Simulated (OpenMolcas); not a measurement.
# 3s² 3p³ along the 15-electron sequence

```yaml
Program: OpenMolcas
Method: SS-RASPT2, IPEA 0.25 Eh, imaginary shift 0.1 Eh
Basis: ANO-RCC-VTZP
Scalar_Hamiltonian: DKH2, point nucleus
Spin-orbit_coupling: RASSI with atomic mean-field integrals over the reference wave functions, term energies averaged over their components
```

Active space for each ion: 5 electrons in 9 orbitals (RAS2 3s 3p; RAS3 3d, at most 2 electrons); closed shells correlated by CASPT2: 2s 2p.

Computed levels in cm-1 above ⁴S°_3/2:

```
                                Level     S+   Cl2+   Ar3+
                              ²D°_3/2  15550  18860  22030
                              ²D°_5/2  15570  18910  22130
                              ²P°_1/2  25660  31000  36220
                              ²P°_3/2  25680  31050  36330
weight of ⁴S° in the lowest level (%)    100    100    100
```

Measured, with the error of the calculation in %. Measured levels: S+ from NIST Handbook of Basic Atomic Spectroscopic Data; Cl2+ from Moore, Atomic Energy Levels, vol. I, NSRDS-NBS 35 (1971 reprint of NBS Circular 467, 1949); Ar3+ from Saloman, J. Phys. Chem. Ref. Data 39, 033101 (2010).

```
  Level            S+          Cl2+          Ar3+
²D°_3/2  14853 (+4.7)  18053 (+4.4)  21091 (+4.4)
²D°_5/2  14885 (+4.6)  18120 (+4.3)  21220 (+4.3)
²P°_1/2  24525 (+4.6)  29812 (+4.0)  34855 (+3.9)
²P°_3/2  24572 (+4.5)  29907 (+3.8)  35032 (+3.7)
```

²D°_3/2 changes by a factor of 1.42 over the same range, with steps per unit of Z of +3310, +3170 cm-1.

The run also gave levels led by 3s² 3p² 3d, which use shells meant for correlation; these and all levels above them are left out. Computed and measured levels are paired by configuration, term and J; levels that our copy of the source lacks, or whose pairing is in doubt (as where it misses far off the trend of its configuration), stay unpaired and out of the deviations. Levels of configurations outside the active space are missing.

° marks odd parity.
